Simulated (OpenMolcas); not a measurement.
## O3+, S3+, Se3+, Te3+: ns2 np down the group

```json
{
  "Program": "OpenMolcas",
  "Method": "RASSCF",
  "Basis": "ANO-RCC-VQZP",
  "Scalar Hamiltonian": "DKH2, point nucleus",
  "Spin-orbit coupling": "RASSI with atomic mean-field integrals over the reference wave functions, term energies averaged over their components"
}
```

Active space for each ion: 3 electrons in 9 orbitals (RAS2 s p; RAS3 d, at most 2 electrons).

Computed levels in cm-1 above 2P* 1/2:

```
                                Level  O3+  S3+  Se3+  Te3+
                              2P* 3/2  351  827  3821  7811
weight of 2P* in the lowest level (%)  100  100   100   100
```

Measured, with the error of the calculation in %. Measured levels: O3+ from Moore, Selected Tables of Atomic Spectra, NSRDS-NBS 3, section 10; S3+ from NIST levels in Podobedova, Kelleher and Wiese, J. Phys. Chem. Ref. Data 38, 171 (2009); Se3+ from Moore, Atomic Energy Levels, vol. II, NSRDS-NBS 35 (1971 reprint of NBS Circular 467, 1952); Te3+ from Moore, Atomic Energy Levels, vol. III, NSRDS-NBS 35 (1971 reprint of NBS Circular 467, 1958).

```json
{"Level": "2P* 3/2", "O3+": "386 (-8.9)", "S3+": "951 (-13.1)", "Se3+": "4376 (-12.7)", "Te3+": "9223 (-15.3)"}
```

The fine-structure level 2P* 3/2 changes by a factor of 22.3 from O3+ to Te3+.

Active for correlation alone: 3d; no level in the range computed is led by a configuration that fills it, so any true level of that kind is missing (holds for O3+; S3+). Active for correlation alone: 4d; no level in the range computed is led by a configuration that fills it, so any true level of that kind is missing (holds for Se3+). Active for correlation alone: 5d; no level in the range computed is led by a configuration that fills it, so any true level of that kind is missing (holds for Te3+). Computed and measured levels are paired by configuration, term and J; levels that our copy of the source lacks, or whose pairing is in doubt (as where it misses far off the trend of its configuration), stay unpaired and out of the deviations. Levels of configurations outside the active space are missing.

* marks odd parity.
